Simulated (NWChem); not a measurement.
Program: NWChem. System: H3OSi, charge 0, spin multiplicity 4, at the geometry of a parent with another charge or spin, in a state set for the comparison that need not be this species' ground state. Its SCF solution wasn't tested for a lower state. Level: UHF/def2-TZVP.

The NWChem input:

```
start mol
memory heap 200 mb stack 900 mb global 1100 mb
geometry units angstroms nocenter noautoz
  O     -1.179621    -0.216817     0.000000
  Si     0.469888     0.097966     0.000000
  H      0.914384     0.828065     1.223719
  H      0.914384     0.828065    -1.223719
  H      1.029765    -1.293119     0.000000
  symmetry group Cs
end
basis spherical
  * library def2-tzvp
end
scf
  uhf
  nopen 3
  maxiter 100
  thresh 1e-7
  semidirect memsize 60000000 filesize 0
  # guess.movecs holds the orbitals of an unrestricted PBE0 run
  vectors input guess.movecs output mol.movecs
end
task scf energy
```

Part of the output:

```
             Northwest Computational Chemistry Package (NWChem) 7.3.0
             --------------------------------------------------------

                                NWChem Input Module
                                -------------------

 Scaling coordinates for geometry "geometry" by  1.889725989
 (inverse scale =  0.529177249)

 Turning off AUTOSYM since
 SYMMETRY directive was detected!

                             Geometry "geometry" -> ""
                             -------------------------

 Output coordinates in angstroms (scale by  1.889725989 to convert to a.u.)

  No.       Tag          Charge          X              Y              Z
 ---- ---------------- ---------- -------------- -------------- --------------
    1 O                    8.0000    -1.17962100    -0.21681700     0.00000000
    2 Si                  14.0000     0.46988800     0.09796600     0.00000000
    3 H                    1.0000     0.91438400     0.82806500     1.22371900
    4 H                    1.0000     0.91438400     0.82806500    -1.22371900
    5 H                    1.0000     1.02976500    -1.29311900     0.00000000

 Effective nuclear repulsion energy (a.u.)      55.7372141227

            Nuclear Dipole moment (a.u.)
            ----------------------------
        X                 Y               Z
 ---------------- ---------------- ----------------
    -0.0000056692    -0.0000018897     0.0000000000

      Symmetry information
      --------------------

 Group name             Cs
 Group number              2
 Group order               2
 No. of unique centers     4

      Symmetry unique atoms

     1    2    3    5


 Summary of "ao basis" -> "" (spherical)
 ------------------------------------------------------------------------------
       Tag                 Description            Shells   Functions and Types
 ---------------- ------------------------------  ------  ---------------------
 *                         def2-tzvp                  on all atoms

 Summary of "ao basis" -> "ao basis" (spherical)
 ------------------------------------------------------------------------------
       Tag                 Description            Shells   Functions and Types
 ---------------- ------------------------------  ------  ---------------------
 O                         def2-tzvp                11       31   5s3p2d1f
 Si                        def2-tzvp                13       37   5s5p2d1f
 H                         def2-tzvp                 4        6   3s1p

                                 NWChem SCF Module
                                 -----------------

  ao basis        = "ao basis"
  functions       =    86
  atoms           =     5
  alpha electrons =    14
  beta  electrons =    11
  charge          =   0.00
  wavefunction    = UHF
  use symmetry    = T
  symmetry adapt  = T

 Summary of "ao basis" -> "ao basis" (spherical)
 ------------------------------------------------------------------------------
       Tag                 Description            Shells   Functions and Types
 ---------------- ------------------------------  ------  ---------------------
 O                         def2-tzvp                11       31   5s3p2d1f
 Si                        def2-tzvp                13       37   5s5p2d1f
 H                         def2-tzvp                 4        6   3s1p

      Symmetry analysis of basis
      --------------------------

        a'         57
        a"         29

 Forming initial guess at       0.0s

   Symmetry analysis of molecular orbitals - initial alpha
   -------------------------------------------------------

  Numbering of irreducible representations:

     1 a'          2 a"

  Orbital symmetries:

     1 a'          2 a'          3 a'          4 a'          5 a'
     6 a"          7 a'          8 a'          9 a"         10 a'
    11 a'         12 a'         13 a"         14 a'         15 a'
    16 a"         17 a'         18 a'         19 a"         20 a'
    21 a"         22 a'         23 a'         24 a"

   Symmetry analysis of molecular orbitals - initial beta
   ------------------------------------------------------

  Numbering of irreducible representations:

     1 a'          2 a"

  Orbital symmetries:

     1 a'          2 a'          3 a'          4 a"          5 a'
     6 a'          7 a'          8 a'          9 a'         10 a'
    11 a"         12 a"         13 a'         14 a'         15 a'
    16 a"         17 a'         18 a"         19 a'         20 a'
    21 a"         22 a'         23 a'         24 a"

 Starting SCF solution at       0.0s

 ----------------------------------------------
         Quadratically convergent UHF

 Convergence threshold     :          1.000E-07
 Maximum no. of iterations :          100
 Integral*density screening:          1.000E-09
 ----------------------------------------------

              iter       energy          gnorm     gmax       time
             ----- ------------------- --------- --------- --------
                 1     -365.2610171657  5.89D-01  2.04D-01      0.5
                 2     -365.2933624015  2.97D-01  6.96D-02      0.6
                 3     -365.3085292557  8.55D-02  2.31D-02      0.7
                 4     -365.3112496097  8.60D-03  2.68D-03      0.9
                 5     -365.3113209252  2.10D-04  6.18D-05      1.2
  ga_iter_lsolve: convergence stagnant ... aborting solve
                 6     -365.3113209512  2.90D-07  1.38D-07      1.6
                 7     -365.3113209512  8.52D-09  3.31D-09      1.9

       Final UHF  results
       ------------------

         Total SCF energy =   -365.311320951208
[...]
          Final alpha eigenvalues
          -----------------------

              1
    1  -68.7960
    2  -20.8745
    3   -6.1471
    4   -4.2589
    5   -4.2515
    6   -4.2515
    7   -1.6262
    8   -0.8829
    9   -0.8817
   10   -0.8697
   11   -0.6797
   12   -0.5010
   13   -0.4910
   14   -0.1496
   15    0.1371
   16    0.1437
   17    0.1760
   18    0.2542
   19    0.2686
   20    0.2733
   21    0.3248
   22    0.3272
   23    0.3630
   24    0.4111

          Final beta eigenvalues
          ----------------------

              1
    1  -68.7947
    2  -20.7873
    3   -6.1454
    4   -4.2523
    5   -4.2516
    6   -4.2495
    7   -1.2927
    8   -0.7853
    9   -0.6160
   10   -0.4833
   11   -0.4798
   12   -0.0637
   13   -0.0578
   14    0.1186
   15    0.1780
   16    0.1799
   17    0.1908
   18    0.2792
   19    0.2808
   20    0.3223
   21    0.3884
   22    0.3891
   23    0.4110
   24    0.4332

                    UHF Final Alpha Molecular Orbital Analysis
                    ------------------------------------------

 Vector   12  Occ=1.000000D+00  E=-5.010076D-01  Symmetry=a'
              MO Center=  8.0D-01, -4.2D-01, -1.7D-13, r^2= 2.1D+00
   Bfn.  Coefficient  Atom+Function         Bfn.  Coefficient  Atom+Function
  ----- ------------  ---------------      ----- ------------  ---------------
    47      0.318077  2 Si py                82     -0.275327  5 H  s
    81     -0.161354  5 H  s                 83     -0.155640  5 H  s

 Vector   13  Occ=1.000000D+00  E=-4.910361D-01  Symmetry=a"
              MO Center=  7.6D-01,  6.1D-01,  1.5D-13, r^2= 2.1D+00
   Bfn.  Coefficient  Atom+Function         Bfn.  Coefficient  Atom+Function
  ----- ------------  ---------------      ----- ------------  ---------------
    48      0.329256  2 Si pz                70      0.223088  3 H  s
    76     -0.223088  4 H  s

 Vector   14  Occ=1.000000D+00  E=-1.495982D-01  Symmetry=a'
              MO Center=  4.3D-01,  3.5D-01, -6.9D-15, r^2= 4.0D+00
   Bfn.  Coefficient  Atom+Function         Bfn.  Coefficient  Atom+Function
  ----- ------------  ---------------      ----- ------------  ---------------
    49      0.963110  2 Si px                 5      0.558508  1 O  s
    46      0.383675  2 Si px                36     -0.345877  2 Si s
    83     -0.299796  5 H  s                 12      0.151517  1 O  px

 Vector   15  Occ=0.000000D+00  E= 1.371386D-01  Symmetry=a'
              MO Center=  2.6D-01,  3.9D-01,  3.5D-13, r^2= 5.5D+00
   Bfn.  Coefficient  Atom+Function         Bfn.  Coefficient  Atom+Function
  ----- ------------  ---------------      ----- ------------  ---------------
    50      1.985066  2 Si py                83      1.294178  5 H  s
    71     -0.959888  3 H  s                 77     -0.959888  4 H  s
     5      0.458658  1 O  s                 49      0.346085  2 Si px

 Vector   16  Occ=0.000000D+00  E= 1.437333D-01  Symmetry=a"
              MO Center=  3.1D-01, -4.8D-01, -3.0D-13, r^2= 5.3D+00
   Bfn.  Coefficient  Atom+Function         Bfn.  Coefficient  Atom+Function
  ----- ------------  ---------------      ----- ------------  ---------------
    51      2.079663  2 Si pz                71     -1.387677  3 H  s
    77      1.387677  4 H  s                 14     -0.178448  1 O  pz

 Vector   17  Occ=0.000000D+00  E= 1.759623D-01  Symmetry=a'
              MO Center=  9.4D-01,  1.6D-01, -1.1D-15, r^2= 5.9D+00
   Bfn.  Coefficient  Atom+Function         Bfn.  Coefficient  Atom+Function
  ----- ------------  ---------------      ----- ------------  ---------------
    36      2.583286  2 Si s                 83     -1.678658  5 H  s
    71     -1.286455  3 H  s                 77     -1.286455  4 H  s
    49      0.491518  2 Si px                35      0.431453  2 Si s
    50     -0.296471  2 Si py                34     -0.262284  2 Si s

                     UHF Final Beta Molecular Orbital Analysis
                     -----------------------------------------

 Vector    9  Occ=1.000000D+00  E=-6.159919D-01  Symmetry=a'
              MO Center=  4.5D-01,  3.7D-02,  3.4D-14, r^2= 2.3D+00
   Bfn.  Coefficient  Atom+Function         Bfn.  Coefficient  Atom+Function
  ----- ------------  ---------------      ----- ------------  ---------------
    35      0.361496  2 Si s                  6     -0.230535  1 O  px
    34     -0.224881  2 Si s                  9     -0.216915  1 O  px
    36      0.217934  2 Si s

 Vector   10  Occ=1.000000D+00  E=-4.832621D-01  Symmetry=a'
              MO Center=  6.6D-01, -3.5D-01,  1.6D-13, r^2= 2.2D+00
   Bfn.  Coefficient  Atom+Function         Bfn.  Coefficient  Atom+Function
  ----- ------------  ---------------      ----- ------------  ---------------
    47      0.320193  2 Si py                82     -0.240361  5 H  s

 Vector   11  Occ=1.000000D+00  E=-4.798289D-01  Symmetry=a"
              MO Center=  6.4D-01,  5.4D-01, -2.4D-13, r^2= 2.2D+00
   Bfn.  Coefficient  Atom+Function         Bfn.  Coefficient  Atom+Function
  ----- ------------  ---------------      ----- ------------  ---------------
    48      0.325664  2 Si pz                70      0.221381  3 H  s
    76     -0.221381  4 H  s

 Vector   12  Occ=0.000000D+00  E=-6.371531D-02  Symmetry=a"
              MO Center= -8.6D-01, -1.1D-01, -4.0D-14, r^2= 1.8D+00
   Bfn.  Coefficient  Atom+Function         Bfn.  Coefficient  Atom+Function
  ----- ------------  ---------------      ----- ------------  ---------------
    14      0.381552  1 O  pz                 8      0.341428  1 O  pz
    11      0.318150  1 O  pz                71     -0.286184  3 H  s
    77      0.286184  4 H  s                 51      0.257085  2 Si pz

 Vector   13  Occ=0.000000D+00  E=-5.779151D-02  Symmetry=a'
              MO Center= -8.5D-01, -2.3D-01,  1.9D-13, r^2= 1.7D+00
   Bfn.  Coefficient  Atom+Function         Bfn.  Coefficient  Atom+Function
  ----- ------------  ---------------      ----- ------------  ---------------
    13      0.382050  1 O  py                 7      0.338074  1 O  py
    10      0.314226  1 O  py                83      0.310897  5 H  s
    50      0.205351  2 Si py                71     -0.151816  3 H  s
    77     -0.151816  4 H  s

 Vector   14  Occ=0.000000D+00  E= 1.185691D-01  Symmetry=a'
              MO Center=  2.4D-01,  4.6D-02,  1.7D-14, r^2= 5.8D+00
   Bfn.  Coefficient  Atom+Function         Bfn.  Coefficient  Atom+Function
  ----- ------------  ---------------      ----- ------------  ---------------
    49      1.496114  2 Si px                 5      1.366409  1 O  s
    36     -0.543686  2 Si s                 12      0.409437  1 O  px
    46      0.375439  2 Si px                71     -0.303812  3 H  s
    77     -0.303812  4 H  s                 50      0.250419  2 Si py
    61     -0.227654  2 Si d  2              83     -0.204147  5 H  s

 center of mass
 --------------
 x =  -0.11423957 y =  -0.01452938 z =   0.00000000

 moments of inertia (a.u.)
 ------------------
          25.366727605396         -19.787511072342           0.000000000000
         -19.787511072342         121.540555473398           0.000000000000
           0.000000000000           0.000000000000         125.349395820061

  Mulliken analysis of the total density
  --------------------------------------

    Atom       Charge   Shell Charges
 -----------   ------   -------------------------------------------------------
    1 O    8     7.55   0.80  1.18  0.65  1.06  0.08  1.69  1.68  0.39  0.00  0.01  0.00
    2 Si  14    14.54   2.00  0.58  1.39  0.78  0.50  4.12  1.73  0.54  1.48  1.07  0.17  0.15  0.03
    3 H    1     0.96   0.22  0.53  0.20  0.01
    4 H    1     0.96   0.22  0.53  0.20  0.01
    5 H    1     0.98   0.23  0.53  0.21  0.01

  Mulliken analysis of the alpha density
  --------------------------------------

    Atom       Charge   Shell Charges
 -----------   ------   -------------------------------------------------------
    1 O    8     4.66   0.40  0.59  0.36  0.54 -0.06  1.31  1.26  0.25  0.00  0.00  0.00
    2 Si  14     7.85   1.00  0.29  0.70  0.38  0.31  2.06  0.86  0.27  0.84  0.91  0.10  0.09  0.02
    3 H    1     0.49   0.12  0.27  0.10  0.01
    4 H    1     0.49   0.12  0.27  0.10  0.01
    5 H    1     0.52   0.12  0.29  0.10  0.01

   Mulliken analysis of the beta density
   -------------------------------------

    Atom       Charge   Shell Charges
 -----------   ------   -------------------------------------------------------
    1 O    8     2.89   0.40  0.59  0.29  0.52  0.14  0.38  0.42  0.14  0.00  0.01  0.00
    2 Si  14     6.70   1.00  0.29  0.70  0.40  0.19  2.06  0.86  0.26  0.64  0.17  0.06  0.05  0.01
    3 H    1     0.48   0.11  0.26  0.10  0.00
    4 H    1     0.48   0.11  0.26  0.10  0.00
    5 H    1     0.46   0.11  0.25  0.10  0.00

   Mulliken analysis of the spin density
   -------------------------------------

    Atom       Charge   Shell Charges
 -----------   ------   -------------------------------------------------------
    1 O    8     1.77   0.00 -0.00  0.07  0.02 -0.20  0.93  0.84  0.11 -0.00 -0.00 -0.00
    2 Si  14     1.15   0.00  0.00 -0.00 -0.02  0.13  0.01 -0.00  0.01  0.20  0.74  0.04  0.04  0.01
    3 H    1     0.01   0.01  0.01 -0.01  0.00
    4 H    1     0.01   0.01  0.01 -0.01  0.00
    5 H    1     0.06   0.02  0.04  0.00  0.00

       Multipole analysis of the density wrt the origin
       ------------------------------------------------

     L   x y z        total         alpha         beta         nuclear
     -   - - -        -----         -----         ----         -------
     0   0 0 0     -0.000000    -14.000000    -11.000000     25.000000

     1   1 0 0     -1.012541      0.980746     -1.993282     -0.000006
     1   0 1 0     -0.433604     -0.186288     -0.247314     -0.000002
     1   0 0 1      0.000000      0.000000      0.000000      0.000000

     2   2 0 0    -18.496873    -48.875687    -30.171381     60.550195
     2   1 1 0      0.255249     -5.786540     -4.218907     10.260696
     2   1 0 1     -0.000000     -0.000000      0.000000      0.000000
     2   0 2 0    -17.247234    -17.973815    -11.964909     12.691490
     2   0 1 1      0.000000      0.000000      0.000000      0.000000
     2   0 0 2    -16.635614    -16.021448    -11.309419     10.695253

 Task  times  cpu:        1.9s     wall:        1.9s

 Total times  cpu:        1.9s     wall:        1.9s
```
